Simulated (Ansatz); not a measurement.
Ideal-gas functions of GeO, SMILES `[O+]#[Ge-]` at 298.15 K and 1 bar, from an Ansatz frequency run at PBE0-D4/def2-TZVP.

Molar mass 88.61 g/mol, point group C∞v (symmetry number 1), electronic degeneracy 1, moments of inertia 34.513 u Å². Harmonic wavenumbers (cm⁻¹, unscaled): 1029.

Use S(trans) = R[1.5 ln M + 2.5 ln T − 1.1517]; rotational temperatures θ = 24.2544 K / I; S(rot) = R[ln(T/σθ) + 1]; for each mode x = 1.438777 ν̃/T, S = R[x/(eˣ − 1) − ln(1 − e⁻ˣ)] and H = RT x/(eˣ − 1); 1 cm⁻¹ = 0.0119627 kJ/mol; R = 8.31446 J/(mol·K).

Task: By hand: the entropy, in J/(mol·K).

Result: Translation 164.8. Rotation: θ = 0.7028 K, giving 58.6. Vibration, mode by mode: 0.35, in all 0.3. Electronic 0.0. Sum 223.7 J/(mol·K).

Task: By hand: H − E and G − E in kJ/mol, counted from the electronic energy.

Result: Zero-point energy ½ × 1029 × 0.0119627 = 6.2; thermal vibration 0.1; translation, rotation and pV give 3.5 RT = 8.7. H − E = 15.0 kJ/mol, and G − E = 15.0 − 298.15 × 223.7/1000 = -51.7 kJ/mol.

Vibration gives 0 % of the entropy; all modes have x over 3 and are hardly excited.
